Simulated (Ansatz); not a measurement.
Ansatz (a quantum-chemistry and plane-wave program) input file for 3-chloro-1H-silole (C4H5ClSi), SMILES C1[SiH2]C=C(C=1)Cl, PBE-D3(BJ)/def2-SVP. 

Ansatz 0.2 input:
```yaml
crystal:
  periodic: [false, false, false]
  atoms:
    - {symbol: Cl, position_ang: [0.11929320, -2.34934228, -0.00000000]}
    - {symbol: C, position_ang: [0.05967051, -0.60446873, -0.00000000]}
    - {symbol: C, position_ang: [1.14536251, 0.19592065, 0.00000000]}
    - {symbol: Si, position_ang: [0.48736477, 1.95382872, 0.00000000]}
    - {symbol: C, position_ang: [-1.30533597, 1.37647821, 0.00000000]}
    - {symbol: C, position_ang: [-1.28829338, 0.02745567, 0.00000000]}
    - {symbol: H, position_ang: [2.16256995, -0.19521118, -0.00000000]}
    - {symbol: H, position_ang: [0.86406094, 2.73887367, -1.21096824]}
    - {symbol: H, position_ang: [0.86406094, 2.73887367, 1.21096824]}
    - {symbol: H, position_ang: [-2.23683363, 1.94581359, 0.00000000]}
    - {symbol: H, position_ang: [-2.17337135, -0.61544781, -0.00000000]}
basis:
  gaussian:
    orbitals: def2-SVP
hamiltonian:
  xc: pbe
  dispersion: d3bj
relax: {f_tol: 0.002, max_steps: 200}
```

Log of the run:

```
WARN ansatz: RAYON_NUM_THREADS=1 ignored (pool sized by the plan → 1); use --threads N
Functional definition: PBE
integrals: 0.06 GiB planned
1313 factors; their error is unknown
mean field: 0.36 GiB planned
mean field evaluation 1: about -24591.3589 eV, gradient 6.9e1 eV
mean field evaluation 2: about -24562.9779 eV, gradient 1.2e2 eV
mean field evaluation 4: about -24603.2627 eV, gradient 2.1e1 eV
mean field evaluation 8: about -24604.4911 eV, gradient 2.0e-1 eV
mean field evaluation 16: about -24604.4029 eV, gradient 2.9e-3 eV
mean field -24604.40285593 eV, -904.1951274920 hartree, gradient 1.4e-5 eV, S^2 0.000000; 0 other end points of the search recorded, 0 dependent functions left out
the calculation of the forces begins
reference -24604.40289112 eV, -904.1951287853 hartree; 30, 30 occupied and 87, 87 virtual orbitals, 1313 factors
relax step   1: F+E_penalty+E_count = -24604.72648187 eV  Δ(F+E_penalty+E_count) = +0.000e0 eV  max|allowed force component| = 4.303e-1 eV/Å  Δτ_max = 0.0000 Å  (33 SCF iters, accepted)
these checks for a lower state are left out or cut short: starts, cluster_reference, orbital_swaps, neighbouring_geometries, increment
integrals: 0.06 GiB planned
1313 factors; their error is unknown
mean field: 0.36 GiB planned
mean field -24604.41522789 eV, -904.1955821534 hartree, gradient 1.0e-5 eV, S^2 0.000000; 0 other end points of the search recorded, 0 dependent functions left out
the calculation of the forces begins
reference -24604.41526324 eV, -904.1955834526 hartree; 30, 30 occupied and 87, 87 virtual orbitals, 1313 factors
relax step   2: F+E_penalty+E_count = -24604.73829602 eV  Δ(F+E_penalty+E_count) = -1.181e-2 eV  max|allowed force component| = 1.541e-1 eV/Å  Δτ_max = 0.0127 Å  (35 SCF iters, accepted)
these checks for a lower state are left out or cut short: starts, cluster_reference, orbital_swaps, neighbouring_geometries, increment
integrals: 0.06 GiB planned
1313 factors; their error is unknown
mean field: 0.36 GiB planned
mean field evaluation 32: about -24604.4161 eV, gradient 2.9e-1 eV
mean field -24604.41634031 eV, -904.1956230338 hartree, gradient 1.0e-5 eV, S^2 0.000000; 0 other end points of the search recorded, 0 dependent functions left out
the calculation of the forces begins
reference -24604.41637571 eV, -904.1956243348 hartree; 30, 30 occupied and 87, 87 virtual orbitals, 1313 factors
relax step   3: F+E_penalty+E_count = -24604.73922029 eV  Δ(F+E_penalty+E_count) = -9.243e-4 eV  max|allowed force component| = 1.882e-2 eV/Å  Δτ_max = 0.0038 Å  (35 SCF iters, accepted)
these checks for a lower state are left out or cut short: starts, cluster_reference, orbital_swaps, neighbouring_geometries, increment
integrals: 0.06 GiB planned
1313 factors; their error is unknown
mean field: 0.36 GiB planned
mean field -24604.41634194 eV, -904.1956230939 hartree, gradient 2.6e-5 eV, S^2 0.000000; 0 other end points of the search recorded, 0 dependent functions left out
the calculation of the forces begins
reference -24604.41637734 eV, -904.1956243949 hartree; 30, 30 occupied and 87, 87 virtual orbitals, 1313 factors
relax step   4: F+E_penalty+E_count = -24604.73922719 eV  Δ(F+E_penalty+E_count) = -6.898e-6 eV  max|allowed force component| = 5.995e-3 eV/Å  Δτ_max = 0.0003 Å  (23 SCF iters, accepted)
these checks for a lower state are left out or cut short: starts, cluster_reference, orbital_swaps, neighbouring_geometries, increment
integrals: 0.06 GiB planned
1313 factors; their error is unknown
mean field: 0.36 GiB planned
mean field -24604.41633596 eV, -904.1956228740 hartree, gradient 2.4e-5 eV, S^2 0.000000; 0 other end points of the search recorded, 0 dependent functions left out
the calculation of the forces begins
reference -24604.41637136 eV, -904.1956241750 hartree; 30, 30 occupied and 87, 87 virtual orbitals, 1313 factors
relax step   5: F+E_penalty+E_count = -24604.73922892 eV  Δ(F+E_penalty+E_count) = -1.731e-6 eV  max|allowed force component| = 1.639e-3 eV/Å  Δτ_max = 0.0003 Å  (22 SCF iters, accepted)
integrals: 0.06 GiB planned
1313 factors; their error is unknown
mean field: 0.36 GiB planned
mean field evaluation 64: about -24604.4163 eV, gradient 1.9e-3 eV
mean field -24604.41633596 eV, -904.1956228740 hartree, gradient 2.4e-5 eV, S^2 0.000000; 1 other end points of the search recorded, 0 dependent functions left out
the calculation of the forces begins
reference -24604.41637136 eV, -904.1956241750 hartree; 30, 30 occupied and 87, 87 virtual orbitals, 1313 factors
Total energy: -24604.73926432 eV, -904.2074902726 hartree
Atom 0 at     0.114755    -2.353702    -0.000000 Å, force    -0.000055     0.000597    -0.000000 eV/Å
Atom 1 at     0.057189    -0.609327     0.000000 Å, force     0.000870    -0.001639     0.000000 eV/Å
Atom 2 at     1.153672     0.195119     0.000000 Å, force    -0.000292     0.001286     0.000000 eV/Å
Atom 3 at     0.487702     1.951856     0.000000 Å, force     0.000394    -0.000122    -0.000000 eV/Å
Atom 4 at    -1.309961     1.380559     0.000000 Å, force    -0.000336    -0.000470     0.000000 eV/Å
Atom 5 at    -1.290333     0.022119     0.000000 Å, force    -0.000271     0.000354     0.000000 eV/Å
Atom 6 at     2.178728    -0.196729     0.000000 Å, force    -0.000137    -0.000343     0.000000 eV/Å
Atom 7 at     0.867503     2.746639    -1.220835 Å, force    -0.000025    -0.000029     0.000017 eV/Å
Atom 8 at     0.867503     2.746639     1.220835 Å, force    -0.000025    -0.000029    -0.000017 eV/Å
Atom 9 at    -2.246516     1.956279    -0.000000 Å, force     0.000034    -0.000017    -0.000000 eV/Å
Atom 10 at    -2.181693    -0.626678     0.000000 Å, force    -0.000158     0.000412     0.000000 eV/Å
Dipole moment:    -0.079888     0.191205     0.000000 e Å
```

Self-consistency was reached.

Cost: very roughly 30 core-seconds.
